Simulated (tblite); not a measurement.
A geometry optimisation, step by step.

C6H12FP.
Numbering: `[CH3:1][C@@H:2]1[PH:3][CH2:4][CH2:5][CH2:6][C@@H:7]1[F:8]` (hydrogens: H9, H10, H11 on C1; H12 on C2; H13 on P3; H14, H15 on C4; H16, H17 on C5; H18, H19 on C6; H20 on C7)

Computed with GFN2-xTB (tblite), gas phase: L-BFGS steps from a force-field or distance-geometry start until the largest atomic force falls under 0.01 eV/Å. 6 of its 83 geometries are shown.

Step 0: E = -711.9878 eV, largest atomic force 3.955 eV/Å
```
atom  x, y, z in Å  |  force x, y, z in eV/Å
C1      2.354   -0.111    0.009    0.139   0.207   1.534
C2      1.011    0.102   -0.694    0.685   0.197  -1.731
P3      0.303    1.651   -0.042    1.245   3.071   2.159
C4     -1.275    1.264    0.875   -0.018  -0.702  -0.250
C5     -1.855    0.089    0.098   -0.339   1.048  -1.045
C6     -0.962   -1.074    0.387   -0.673  -0.847   1.466
C7      0.157   -1.109   -0.608   -0.523  -1.971  -0.211
F8      0.974   -2.183   -0.250   -0.626  -0.620  -0.413
H9      2.511   -1.180    0.252    0.360   0.950  -0.331
H10     3.188    0.309   -0.552   -0.154  -0.171   0.069
H11     2.295    0.428    0.986    0.313  -0.358  -0.515
H12     1.257    0.261   -1.762   -0.169   0.108   0.129
H13     0.019    2.648   -1.065   -0.666  -1.465  -0.016
H14    -1.953    2.114    0.936    0.259   0.125   0.028
H15    -1.011    0.867    1.897   -0.173   0.960  -0.738
H16    -2.919   -0.080    0.298    0.244  -0.087   0.009
H17    -1.694    0.345   -0.985   -0.805  -0.242   0.544
H18    -0.546   -0.922    1.416   -0.143  -0.596  -0.685
H19    -1.572   -2.005    0.382    0.746   0.284  -0.084
H20    -0.289   -1.402   -1.581    0.299   0.109   0.081
```

Step 16: E = -713.2743 eV, largest atomic force 0.356 eV/Å
```
atom  x, y, z in Å  |  force x, y, z in eV/Å
C1      2.422   -0.099    0.088    0.068   0.021   0.004
C2      1.068    0.137   -0.607    0.131  -0.328  -0.046
P3      0.391    1.772    0.045   -0.031   0.011   0.080
C4     -1.226    1.309    0.830   -0.112   0.015  -0.013
C5     -1.871    0.119    0.138    0.001   0.013  -0.038
C6     -1.000   -1.114    0.374   -0.093   0.142   0.032
C7      0.156   -1.116   -0.621   -0.178  -0.029   0.055
F8      0.897   -2.268   -0.404    0.025   0.100  -0.009
H9      2.678   -1.151    0.190   -0.106   0.032  -0.091
H10     3.199    0.378   -0.501    0.100   0.044   0.057
H11     2.438    0.345    1.080   -0.063  -0.013   0.109
H12     1.267    0.373   -1.658    0.155  -0.079  -0.041
H13    -0.237    2.110   -1.157   -0.046   0.049  -0.132
H14    -1.830    2.216    0.734   -0.102  -0.036   0.094
H15    -1.112    1.087    1.894    0.124   0.122  -0.022
H16    -2.894   -0.026    0.502    0.183  -0.058   0.046
H17    -1.918    0.306   -0.937   -0.165   0.015  -0.042
H18    -0.596   -1.080    1.387   -0.015  -0.148   0.017
H19    -1.585   -2.031    0.252    0.164   0.054  -0.006
H20    -0.252   -1.255   -1.631   -0.040   0.075  -0.053
```

Step 33: E = -713.5187 eV, largest atomic force 0.373 eV/Å
```
atom  x, y, z in Å  |  force x, y, z in eV/Å
C1      2.336   -0.107    0.286    0.021  -0.077  -0.053
C2      1.132    0.168   -0.637    0.142  -0.190  -0.092
P3      0.333    1.837   -0.326    0.003   0.066  -0.078
C4     -1.136    1.349    0.695   -0.098   0.076   0.091
C5     -1.894    0.090    0.299    0.036  -0.018  -0.012
C6     -0.948   -1.097    0.344   -0.062  -0.064  -0.079
C7      0.133   -1.000   -0.731    0.004  -0.048   0.103
F8      0.836   -2.198   -0.686    0.035   0.022  -0.170
H9      2.700   -1.121    0.122   -0.122  -0.030  -0.014
H10     3.170    0.551    0.027   -0.320   0.101   0.163
H11     2.112   -0.014    1.352   -0.117   0.142  -0.222
H12     1.534    0.282   -1.653    0.197  -0.016   0.003
H13    -0.340    1.902   -1.566   -0.017  -0.189   0.139
H14    -1.827    2.192    0.695    0.055   0.213   0.054
H15    -0.745    1.232    1.712   -0.119   0.031   0.039
H16    -2.712   -0.071    1.016    0.118   0.045  -0.150
H17    -2.338    0.175   -0.702    0.131   0.093   0.150
H18    -0.507   -1.169    1.345    0.094  -0.043  -0.228
H19    -1.510   -2.010    0.142    0.054  -0.125   0.097
H20    -0.333   -0.981   -1.735   -0.038   0.011   0.260
```

Step 49: E = -713.7212 eV, largest atomic force 0.066 eV/Å
```
atom  x, y, z in Å  |  force x, y, z in eV/Å
C1      2.138   -0.109    0.410   -0.004   0.038   0.005
C2      1.141    0.139   -0.720    0.027  -0.039  -0.015
P3      0.314    1.811   -0.550    0.049   0.009  -0.016
C4     -1.014    1.389    0.680   -0.011  -0.024  -0.015
C5     -1.776    0.101    0.391    0.018  -0.063  -0.006
C6     -0.845   -1.103    0.318    0.017  -0.047  -0.017
C7      0.112   -0.980   -0.861   -0.001  -0.008   0.007
F8      0.783   -2.186   -1.020   -0.016   0.018   0.001
H9      2.674   -1.042    0.242   -0.042   0.016   0.008
H10     2.859    0.706    0.445    0.003  -0.004   0.000
H11     1.639   -0.163    1.375    0.021   0.020   0.005
H12     1.704    0.188   -1.662    0.016   0.011   0.013
H13    -0.492    1.620   -1.683   -0.065   0.012  -0.004
H14    -1.702    2.239    0.690    0.008   0.011   0.031
H15    -0.546    1.340    1.669    0.004   0.010  -0.029
H16    -2.509   -0.066    1.185   -0.027   0.021  -0.007
H17    -2.322    0.190   -0.553    0.015   0.043   0.015
H18    -0.280   -1.194    1.246    0.014  -0.029  -0.009
H19    -1.418   -2.022    0.185   -0.056  -0.002   0.015
H20    -0.466   -0.848   -1.789    0.029   0.006   0.019
```

Step 66: E = -713.7298 eV, largest atomic force 0.049 eV/Å
```
atom  x, y, z in Å  |  force x, y, z in eV/Å
C1      2.114   -0.077    0.426    0.002   0.006  -0.006
C2      1.133    0.138   -0.726    0.009  -0.017  -0.004
P3      0.304    1.811   -0.584    0.007  -0.017   0.024
C4     -0.980    1.379    0.688   -0.009   0.004   0.020
C5     -1.759    0.102    0.389    0.014  -0.017   0.004
C6     -0.851   -1.121    0.307    0.003  -0.005  -0.016
C7      0.113   -0.990   -0.866   -0.005  -0.001   0.003
F8      0.796   -2.188   -1.024   -0.014   0.004   0.014
H9      2.618   -1.034    0.307    0.002   0.014   0.017
H10     2.858    0.718    0.419    0.007  -0.023   0.006
H11     1.616   -0.066    1.393   -0.011   0.016  -0.030
H12     1.715    0.166   -1.657    0.007   0.021  -0.008
H13    -0.549    1.605   -1.680   -0.007  -0.011  -0.029
H14    -1.660    2.232    0.750   -0.030   0.012  -0.022
H15    -0.479    1.308    1.658    0.029  -0.030   0.008
H16    -2.505   -0.054    1.173    0.008   0.000  -0.018
H17    -2.288    0.212   -0.563   -0.024   0.019   0.038
H18    -0.290   -1.248    1.234   -0.016   0.005  -0.019
H19    -1.450   -2.021    0.150   -0.002   0.007   0.023
H20    -0.463   -0.863   -1.796    0.031   0.014  -0.005
```

Step 82: E = -713.7321 eV, largest atomic force 0.009 eV/Å
```
atom  x, y, z in Å  |  force x, y, z in eV/Å
C1      2.106   -0.066    0.432   -0.002  -0.004  -0.002
C2      1.137    0.138   -0.731   -0.007  -0.004   0.000
P3      0.297    1.806   -0.598    0.004   0.002   0.003
C4     -0.971    1.375    0.691    0.000   0.000  -0.003
C5     -1.758    0.104    0.395    0.003  -0.008   0.002
C6     -0.855   -1.121    0.292    0.004  -0.002   0.001
C7      0.116   -0.990   -0.874   -0.006   0.001   0.003
F8      0.796   -2.191   -1.021    0.002   0.005  -0.002
H9      2.597   -1.033    0.344   -0.002  -0.008   0.002
H10     2.865    0.714    0.415    0.004   0.000  -0.002
H11     1.598   -0.022    1.393   -0.005   0.004   0.001
H12     1.725    0.166   -1.658    0.000   0.005   0.001
H13    -0.561    1.581   -1.688   -0.002   0.003  -0.004
H14    -1.648    2.230    0.768   -0.002   0.002  -0.005
H15    -0.452    1.292    1.650    0.000   0.004   0.001
H16    -2.490   -0.057    1.191    0.000  -0.002   0.000
H17    -2.308    0.224   -0.542    0.000   0.005   0.003
H18    -0.295   -1.260    1.217   -0.002  -0.004   0.002
H19    -1.460   -2.016    0.132    0.008   0.002   0.000
H20    -0.447   -0.862   -1.811    0.002   0.000   0.000
```

Q: Summarise the path.

A: The energy falls by 168.30 kJ/mol from step 0 to step 82; nine tenths of that is first reached at step 35. It falls at every step. The largest force goes from 3.955 to 0.009 eV/Å. Among the bonds P3–H13 changes most, from 1.457 to 1.405 Å; the atoms move by 0.659 Å rms after alignment.

What follows is the cost of the whole relaxation. Time: 0.49 s of wall time. Hardware: one thread, Arm Neoverse V2 (aarch64), shared host with 96 logical CPUs at a one-minute load of 40.
